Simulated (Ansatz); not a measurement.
Ideal-gas functions of AlF6P, SMILES `[F][Al-]([F])([F])[P+](F)(F)F` at 400 K and 1 bar, from an Ansatz frequency run at PBE0-D4/def2-TZVP.

Molar mass 171.94 g/mol, point group C3v (symmetry number 3), electronic degeneracy 1, moments of inertia 259.37, 558.15, 558.155 u Å². Harmonic wavenumbers (cm⁻¹, unscaled): 23, 52, 52, 143, 155, 155, 245, 245, 320, 358, 358, 511, 674, 915, 915, 951, 964, 964.

Use S(trans) = R[1.5 ln M + 2.5 ln T − 1.1517]; rotational temperatures θ = 24.2544 K / I; S(rot) = R[ln(√π/σ · √(T³/θAθBθC)) + 1.5]; for each mode x = 1.438777 ν̃/T, S = R[x/(eˣ − 1) − ln(1 − e⁻ˣ)] and H = RT x/(eˣ − 1); 1 cm⁻¹ = 0.0119627 kJ/mol; R = 8.31446 J/(mol·K).

Q: By hand: the entropy, in J/(mol·K).

A: Translation 179.2. Rotation: θ = 0.0935, 0.0435, 0.0435 K, giving 118.7. Vibration, mode by mode: 29.04, 22.27, 22.27, 13.93, 13.28, 13.28, 9.63, 9.63, 7.59, 6.76, 6.76, 4.33, 2.73, 1.37, 1.37, 1.24, 1.19, 1.19, in all 167.9. Electronic 0.0. Sum 465.8 J/(mol·K).

Q: By hand: H − E and G − E in kJ/mol, counted from the electronic energy.

A: Zero-point energy ½ × 8000 × 0.0119627 = 47.9; thermal vibration 29.8; translation, rotation and pV give 4 RT = 13.3. H − E = 91.0 kJ/mol, and G − E = 91.0 − 400 × 465.8/1000 = -95.3 kJ/mol.

Vibration gives 36 % of the entropy, 87.5 J/(mol·K) of it from the modes under 150 cm⁻¹: soft modes count most, and the harmonic formula is weakest for them. The sum counts one conformer and one mirror image; others add a mixing term.
